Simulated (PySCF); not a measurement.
Species: C6H9O2 (doublet state).
Z-matrix (Å and degrees, GFN2-xTB geometry), rows numbered from 1:
```
C 
O   1  1.4142
C   2  1.3667  1  115.23
O   3  1.2212  2  122.54  1    -0.02
C   3  1.4187  2  111.91  1  -179.93
C   5  1.4852  3  134.01  2    -0.01
C   6  1.5410  5   88.44  3   179.23
C   5  1.4846  3  132.26  2   179.50
H   1  1.0930  2  110.51  3   -63.62
H   1  1.0928  2  110.55  3    56.42
H   1  1.0874  2  106.32  3   176.47
H   6  1.0917  5  114.65  3    61.41
H   6  1.0918  5  114.54  3   -63.21
H   7  1.0869  6  114.23  5  -116.07
H   7  1.0870  6  114.40  5   117.12
H   8  1.0919  5  114.51  3    63.04
H   8  1.0919  5  114.62  3   -61.25
```

The hyperfine couplings belong to this conformer and change with its torsions.

Identity: `COC(=O)[C]1CCC1` [radical].

Level of theory: UKS B3LYP, pcH-1 on C H O, non-relativistic, mean-field spin-orbit, GIAO (PySCF). One conformer (not necessarily the lowest) at the GFN2-xTB geometry, without solvent, vibrations or thermal averaging. A GFN2-xTB geometry isn't a minimum of the functional, and hyperfine couplings can be far from their values at a DFT geometry. Stability of the SCF solution: not tested.

Question: Predict the first-order ENDOR lines of C5, C3, C8, C6, C7, C1, H12/H13, H16/H17, H9/H10/H11 and H14/H15 under fast tumbling at B = 337.5 mT (X band).

Answer: For S = 1/2 in fast tumbling each set of equivalent nuclei gives two lines, ν± = |νn ± a/2| to first order, with νn = g_N μN B/h and μN/h = 7.62259 MHz/T.

| nuclei | isotope | g_N | νn (MHz) | a_iso (MHz) | lower line (MHz) | upper line (MHz) |
| --- | --- | --- | --- | --- | --- | --- |
| C5 | 13C | 1.4048 | 3.61 | 72.78 | 32.78 | 40.00 |
| C3 | 13C | 1.4048 | 3.61 | -38.13 | 15.45 | 22.68 |
| C8 | 13C | 1.4048 | 3.61 | -28.91 | 10.84 | 18.07 |
| C6 | 13C | 1.4048 | 3.61 | -28.76 | 10.77 | 18.00 |
| C7 | 13C | 1.4048 | 3.61 | 3.29 | 1.97 | 5.26 |
| C1 | 13C | 1.4048 | 3.61 | -1.95 | 2.64 | 4.59 |
| H12/H13 | 1H | 5.5857 | 14.37 | 100.97 | 36.12 | 64.85 |
| H16/H17 | 1H | 5.5857 | 14.37 | 100.63 | 35.94 | 64.68 |
| H9/H10/H11 | 1H | 5.5857 | 14.37 | 5.09 | 11.82 | 16.92 |
| H14/H15 | 1H | 5.5857 | 14.37 | -3.05 | 12.84 | 15.90 |

The rows for 13C, of low natural abundance, apply to labelled samples.

Question: Which pairs are centred on the nuclear Larmor frequency, and which on half the coupling?

Answer: Centred on νn, since |a| < 2νn: C7, C1, H9/H10/H11 and H14/H15. Centred on |a|/2 and split by 2νn: C5, C3, C8, C6, H12/H13 and H16/H17.

Question: At what field would the lower line of C5 fall to zero frequency?

Answer: Where νn = |a|/2, that is B = 36.39 MHz/(1.4048 × 7.62259 MHz/T) = 3400 mT, as far as first order holds there.

Class means assume fast exchange of nuclei equivalent by connectivity; if that motion is slow, each nucleus keeps its own coupling. C6 and C8, with what hangs on them, aren't averaged: C5 is flat or nearly so (angle sum 360°), and its turn about the short C5–C3 bond (1.42 Å) is taken as slow. The three 1H nuclei of mean +5.1 MHz run from 0.0 to 8.2 MHz in the frozen geometry.

Largest spin populations (Mulliken): C5 (+0.82), O4 (+0.18), C8 (-0.08) and C6 (-0.07). The angles at C5 add up to 360.0°, so it is planar.
